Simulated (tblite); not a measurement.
Compound: C6H9NSi.
Cartesian coordinates in Å at the GFN2-xTB level; atoms count from 1:
```
atom  x, y, z in Å
N1    -4.102    0.926    0.060
C2    -3.146    0.376    0.364
C3    -1.931   -0.298    0.719
C4    -1.047   -0.687   -0.450
C5    -0.049    0.124   -0.094
C6     1.301    0.423   -0.600
Si7    2.641   -0.519    0.394
C8    -0.758    0.644    1.132
H9    -2.149   -1.099    1.432
H10   -1.226   -1.368   -1.261
H11    1.368    0.143   -1.652
H12    1.490    1.494   -0.524
H13    3.947   -0.183   -0.170
H14    2.577   -0.102    1.796
H15    2.380   -1.955    0.291
H16   -0.298    0.390    2.086
H17   -1.005    1.705    1.117
```

All values are computed: GFN2-xTB (tblite) harmonic vibrations without scaling, gas phase. Against measured fundamentals such values can be off by several per cent, at times by over 20. Modes of hydrogen on silicon can be 10 to 20 % off. One conformer, not necessarily the lowest.

Harmonic wavenumbers (cm⁻¹): 38.7, 66.7, 101.2, 125.5, 171.1, 289.9, 314.4, 438.0, 487.3, 505.0, 536.1, 547.2, 670.8, 745.3, 768.3, 775.2, 784.6, 787.8, 797.4, 849.2, 950.4, 987.0, 1005.8, 1042.2, 1070.8, 1089.5, 1126.2, 1176.6, 1186.3, 1198.4, 1265.8, 1300.0, 1448.8, 1450.1, 1705.5, 2265.9, 2280.1, 2281.9, 2399.4, 2931.2, 2974.1, 2985.6, 2991.6, 3002.5, 3137.9.

A = 6444, B = 716.2, C = 706.5 MHz; mass 123.050 u (most abundant isotopes); point group C1, symmetry number 1.

**Question.** Zero-point energy?

**Answer.** Half the sum of the wavenumbers: 27527 cm⁻¹ = 329.29 kJ/mol.

**Question.** Give the ideal-gas entropy at 500 K and 1 bar in the rigid-rotor, harmonic-oscillator model (classical rotation).

**Answer.** Translation 179.62, rotation 127.70, vibration 193.56: S = 500.9 J/(mol K).

**Question.** And Cp and H(500 K) − H(0)?

**Answer.** Cp = 223.79 J/(mol K), of which vibrations give 190.53 (their classical limit is 45 R = 374.2); H(500 K) − H(0) = 65.84 kJ/mol without the zero-point energy, 49.21 from vibrations.

**Question.** How do the functions run with temperature in this model?

**Answer.** 
```csv
T (K),S (J/(mol K)),Cp (J/(mol K)),H − H(0) (kJ/mol),G − H(0) (kJ/mol),ln q(vib)
50,245.9,56.0,2.15,-10.14,0.65
100,290.5,73.6,5.42,-23.63,1.90
298.15,404.0,152.2,27.41,-93.06,6.65
373.15,441.5,182.2,39.97,-124.78,8.43
750,603.1,279.8,129.35,-322.99,17.21
1000,688.9,315.6,204.09,-484.79,22.57
```

q(vib) and H(0) count from the zero-point level.

**Question.** What must be added to the electronic energy to get the Gibbs energy at 500 K and 1 bar?

**Answer.** ZPE + [H(500 K) − H(0)] − T·S = 329.29 + 65.84 − 250.44 = 144.69 kJ/mol.

**Question.** Blend soft modes into free rotors: weight 1/[1 + (100 cm⁻¹/ν̃)⁴] for the oscillator and the rest for a rotor with moment μB/(μ + B), μ = h/(8π²ν), B = 10⁻⁴⁴ kg m². What vibrational entropy results?

**Answer.** 176.45 J/(mol K) in place of 193.56, which changes −T·S at 500 K by +8.55 kJ/mol.

Hindered rotation and anharmonicity are outside this model. Other conformers, if any are populated, would add a mixing term that is left out. The structure is chiral; the term R ln 2 for an equal mix with its mirror image is left out.
